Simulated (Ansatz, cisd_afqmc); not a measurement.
Species: GeI2, charge 0, singlet. GeI2 (SMILES [I][Ge][I]).
B3LYP-D3(BJ)/def2-TZVP minimum from Ansatz (an electronic-structure program):
```
Ge
I 1 2.5828
I 1 2.5828 2 102.59
```
Charge 0, spin multiplicity 1.

Total energies in def2-SVP, 18 correlated electrons, 32 frozen orbitals. Open shells are spin-unrestricted; no spin-orbit coupling. Cores are frozen in correlated methods (noble-gas shells, and filled d and f shells in the p block). Past Kr the def2 sets carry scalar-relativistic core potentials. The Monte Carlo rows (phaseless AFQMC, CISD trial, step 0.005/hartree) carry one-sigma bars that omit the constraint's bias. Outlying blocks are dropped, and bars are widened where a walk drifts. Over all cases where full CI ran beside it in this data, AFQMC minus full CI had a median of +0.1 mEh and passed +0.4 mEh in a tenth of the cases. Spin-orbit terms, left out, reach several kcal/mol for Br and I, and more for heavier atoms.

| method | program | energy (Eh) | minus CCSDT(Q) (mEh) |
|---|---|---|---|
| HF | Ansatz | -2668.48817 | 305.77 |
| MP2 | Ansatz | -2668.75479 | 39.16 |
| CCSD | Ansatz | -2668.78196 | 11.98 |
| CCSD(T) | Ansatz | -2668.79193 | 2.01 |
| CCSDT(Q) | Ansatz | -2668.79395 | 0.00 |
| AFQMC/CISD | cisd_afqmc | -2668.7937 ± 0.0004 | 0.2 ± 0.4 |

Rough core times of Ansatz's runs on a shared machine: CCSD(T) under 20 s, CCSDT(Q) 80 s.
